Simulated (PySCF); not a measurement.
Ne(2+): ionisation energy

Ne(2+) [He] 2s2 2p4 (3P) → Ne(3+) [He] 2s2 2p3 (4S), as a difference of total energies. Calculation: PySCF 2.14, in aug-cc-pVQZ; no relativity, point nucleus. Correlated levels: valence: 1s2 frozen. The calculations carry no spin-orbit coupling.

```csv
method,ionisation energy (eV)
UHF,61.837
MP2 (valence),63.177
SCS-MP2 (valence),63.314
CCSD (valence),63.209
CCSD(T) (valence),63.230
```

Question: How much does correlation contribute at CCSD(T) (valence)?

Answer: 63.230 − (61.837) = 1.393 eV, measured against UHF.

A first-order spin-orbit estimate (lowest level to lowest level, LS coupling) adds 0.037 eV.

Errors of the correlated levels include the incompleteness of this basis and the frozen core.

For comparison: 63.423 eV (measured; NIST Atomic Spectra Database, ionization energies).
